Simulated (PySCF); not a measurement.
(NMe2)3Si-S-SiH3, C6H21N3SSi2.
Bonds: Si1–N2, Si1–N5, Si1–N8, Si1–S11, N2–C3, N2–C4, N5–C6, N5–C7, N8–C9, N8–C10, S11–Si12. Hydrogens: H13, H14, H15 on C3; H16, H17, H18 on C4; H19, H20, H21 on C6; H22, H23, H24 on C7; H25, H26, H27 on C9; H28, H29, H30 on C10; H31, H32, H33 on Si12.

Level of theory: PBE0-D3(BJ)/def2-SVP geometry optimisation, gas phase in PySCF 2.14.0.

What internal coordinates does the optimisation give?

```csv
bond,length (pm)
"Si1–N2, Si1–N5",172.7
Si1–N8,173.4
Si1–S11,217.4
N2–C3 and 5 like bonds,144.0
C3–H13 and 6 like bonds,110.8
C3–H14 and 10 like bonds,110.3
S11–Si12,214.4
"Si12–H31, Si12–H32, Si12–H33",149.3
```

Bonds in one row agree within 1 pm and their mean is given. A selection of angles:
```csv
angle,degrees
N2–Si1–N5,112.1
N2–Si1–S11,107.5
N5–Si1–N8,108.6
N8–Si1–S11,109.9
Si1–N2–C3,126.0
Si1–N2–C4,119.3
C3–N2–C4,114.3
N2–C3–H13,112.8
N2–C3–H14,110.4
N2–C3–H15,110.7
H13–C3–H14,108.2
Si1–N5–C6,121.3
Si1–N5–C7,123.9
C9–N8–C10,114.8
Si1–S11–Si12,96.8
S11–Si12–H31,113.2
S11–Si12–H32,112.0
S11–Si12–H33,105.6
H31–Si12–H32,109.2
H31–Si12–H33,108.2
```

Dihedral angles: N5–Si1–N2–C3 -148° (anticlinal); N2–Si1–N5–C6 76° (synclinal); N2–Si1–N8–C9 172° (antiperiplanar); N2–Si1–S11–Si12 93° (anticlinal).

The 2 S–Si bonds span 2.144 Å (S11–Si12) to 2.174 Å (Si1–S11), a spread of 0.030 Å. Of the pairs four or more bonds apart, S11···H14 is among the closest relative to their van der Waals radii: 2.77 Å, 92 % of the sum of Bondi's values. Si1 (silicon bonded to 3 N and S) is tetrahedral (angles from 107.2° to 112.1°). All 6 C–N bonds measure 1.439 to 1.442 Å. Si12 (silicon bonded to S and 3 H) is distorted tetrahedral (angles from 105.6° to 113.2°). N2 (nitrogen bonded to 2 C and Si) is planar (angles 126.0°, 119.3° and 114.3°, sum 359.6°, 0.05 Å off the plane of its three neighbours).

Point group: C1 (no symmetry element, even within 0.4 Å). PBE0-D3(BJ)/def2-SVP frequencies: not computed here. One conformer, not necessarily the lowest.
